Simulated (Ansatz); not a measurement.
Geometry optimisation, RKS B3LYP-D4/def2-SVP (Ansatz).

Input file:

```yaml
crystal:
  periodic: [false, false, false]
  atoms:
    - { symbol: Sn, position_ang: [0.0, 0.0, 0.0] }
    - { symbol: O, position_ang: [1.2811, 0.0, 1.739] }
    - { symbol: H, position_ang: [0.3715, -0.2814, 2.0762] }
    - { symbol: H, position_ang: [1.8761, 0.0, 0.4941] }
    - { symbol: C, position_ang: [-1.0126, 1.7544, -0.716] }
    - { symbol: H, position_ang: [-2.0653, 1.5008, -0.9603] }
    - { symbol: H, position_ang: [-0.9943, 2.5391, 0.069] }
    - { symbol: H, position_ang: [-0.5023, 2.131, -1.6269] }
    - { symbol: H, position_ang: [-0.8195, -1.4198, -0.5794] }
basis:
  gaussian: { orbitals: def2-SVP }
hamiltonian:
  xc: b3lyp
  dispersion: d4
relax:
  f_tol: 0.15
  max_steps: 25
  restrain:
    - { distance: [1, 3], at: 1.01, k: 30.0 }
    - { distance: [0, 1], at: 3.16, k: 30.0 }
    - { distance: [0, 3], at: 2.94, k: 30.0 }
output:
  orbitals: {}
```

Command:

```bash
$ ansatz run input.yaml --threads 2 --pin off --max-ram 3072MiB --backend cpu --events-out ev --progress --plain --runs-dir out
```

Problem. Where does it end, and by what steps?

Solution. The forces met the threshold. The restraints hold the end off the free minimum. After 14 steps the energy has fallen by 3.811 eV (the restraints' own energy left out); Sn1 moved furthest, 1.07 Å. Parted: Sn1–O2 (2.16 → 3.14 Å), Sn1–H4 (1.94 → 2.95 Å). Joined: O2–H4 (1.38 → 0.99 Å).

```tsv
step	energy less start (eV)	largest force component (eV/Å)	accepted
0	0.0000	3.887	yes
1	0.5006	5.440	yes
2	0.8307	6.401	yes
3	0.0029	6.444	yes
4	-1.9417	4.155	yes
5	-2.9686	1.590	yes
6	-3.3072	2.096	yes
7	-3.5583	1.482	yes
8	-3.7376	0.907	yes
9	-3.7829	0.695	yes
10	-3.8036	0.849	yes
11	-3.8119	0.927	yes
12	-3.7649	1.747	no
13	-3.8059	0.943	no
14	-3.8113	0.927	yes
```

```xyz
9
Properties=species:S:1:pos:R:3
Sn 0.084 -0.104 -1.061
O 1.441 0.217 1.755
H 0.860 -0.411 2.213
H 1.989 -0.362 1.173
C -1.127 1.749 -0.915
H -2.175 1.556 -1.199
H -1.119 2.063 0.142
H -0.719 2.558 -1.538
H -1.098 -1.040 -0.075
```

The run took 19 s on 2 threads of Intel(R) Xeon(R) 6975P-C (Granite Rapids), with other jobs on the host, peak memory 0.19 GiB.
